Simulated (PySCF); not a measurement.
C3H7NOSi.

```xyz
13

C      1.9839    -0.8538    -0.0375
C      0.7314    -0.3018     0.6261
O      0.6669     1.1410     0.3852
C     -0.4632     1.5218    -0.2585
N     -1.4077     0.7423    -0.6009
Si    -0.9662    -0.8862    -0.0870
H      2.0980    -1.9240     0.1985
H      1.9322    -0.7531    -1.1333
H      2.8844    -0.3251     0.3131
H      0.7957    -0.4215     1.7198
H     -0.4514     2.6070    -0.4434
H     -1.8993    -1.4531     0.9249
H     -0.8263    -1.8447    -1.2185
```
Charge 0, spin multiplicity 1.

Coordinates come from a B3LYP-D3(BJ)/def2-SVP optimisation. The structure was generated by enumeration; whether it is a known compound was not checked. Other conformers were not sampled.

The numbers are results of PBE/pcSseg-1 (PySCF), not measurements. Non-relativistic, no solvent.

Computed absolute GIAO shielding of each atom: isotropic value and principal components (ppm):
```json
[
 {"atom": "C1", "σ(iso)": "159.0", "σ11": "144.8", "σ22": "155.2", "σ33": "177.1", "span": "32.4"},
 {"atom": "C2", "σ(iso)": "114.6", "σ11": "77.2", "σ22": "96.6", "σ33": "169.9", "span": "92.7"},
 {"atom": "O3", "σ(iso)": "59.1", "σ11": "-78.4", "σ22": "96.4", "σ33": "159.4", "span": "237.8"},
 {"atom": "C4", "σ(iso)": "15.5", "σ11": "-78.3", "σ22": "60.4", "σ33": "64.4", "span": "142.8"},
 {"atom": "N5", "σ(iso)": "26.8", "σ11": "-117.3", "σ22": "-21.9", "σ33": "219.5", "span": "336.8"},
 {"atom": "Si6", "σ(iso)": "335.6", "σ11": "280.3", "σ22": "329.0", "σ33": "397.5", "span": "117.1"},
 {"atom": "H7", "σ(iso)": "30.0", "σ11": "26.1", "σ22": "27.7", "σ33": "36.3", "span": "10.2"},
 {"atom": "H8", "σ(iso)": "30.0", "σ11": "26.2", "σ22": "28.7", "σ33": "35.1", "span": "8.9"},
 {"atom": "H9", "σ(iso)": "29.3", "σ11": "25.1", "σ22": "27.2", "σ33": "35.6", "span": "10.5"},
 {"atom": "H10", "σ(iso)": "27.3", "σ11": "23.7", "σ22": "26.3", "σ33": "32.0", "span": "8.3"},
 {"atom": "H11", "σ(iso)": "24.2", "σ11": "20.1", "σ22": "24.3", "σ33": "28.1", "span": "8.0"},
 {"atom": "H12", "σ(iso)": "26.1", "σ11": "23.3", "σ22": "23.7", "σ33": "31.2", "span": "7.9"},
 {"atom": "H13", "σ(iso)": "26.3", "σ11": "23.6", "σ22": "24.6", "σ33": "30.6", "span": "7.0"}
]
```
